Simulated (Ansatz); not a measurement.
Consider the atomization: `[BH2][Al]([NH2])[NH2]` → Al• + B• + 6 H• + 2 N•.

Isolated molecules relaxed with PBE0-D4/def2-TZVP in Ansatz; ΔE leaves out vibrations. CBS: MP2 limit from def2 TZ/QZ plus the TZ coupled-cluster correction, frozen cores. This one scheme is used for every species, atoms too. DFT in def2-TZVPP. Open shells (•) are unrestricted, without spin–orbit coupling. Spin–orbit coupling would lower the free atoms: a little for Al, B. Each species was taken in one conformer, which may not be the lowest.

Question: What is ΔE at CCSD(T)/CBS? (Best estimate.)

Answer: Ansatz gave: +3297.2 kJ/mol.

Question: What do these levels give: LDA (SPW92), ωB97X-V, ωB97M-V, B2PLYP, LC-ωPBE, HF/def2-QZVPP? (Estimate.)

Answer: Ansatz gave: LDA (SPW92) 3719.8, ωB97X-V 3316.2, ωB97M-V 3314.9, B2PLYP 3271.7, LC-ωPBE 3287.5, HF/def2-QZVPP 2347.5 kJ/mol.

Largest T1 diagnostic among the species: 0.018.

From BLYP to BHLYP (50 % exact exchange), in def2-TZVPP and without D4, ΔE moves by −72.9 kJ/mol: exact exchange takes away binding that semilocal exchange gives to molecules. At CCSD(T), def2-SVP lies −248.0 kJ/mol from the extrapolated value and def2-TZVPP −104.2 kJ/mol: correlation converges slowly with the basis, and small sets miss more of it in the bonded molecule than in its fragments.

For atomizations the MP2-based limit and the directly extrapolated one differ by several kJ/mol either way, and by 10 to 25 for some Ge, Se and Sn compounds, so smaller differences from it don't rank the levels.
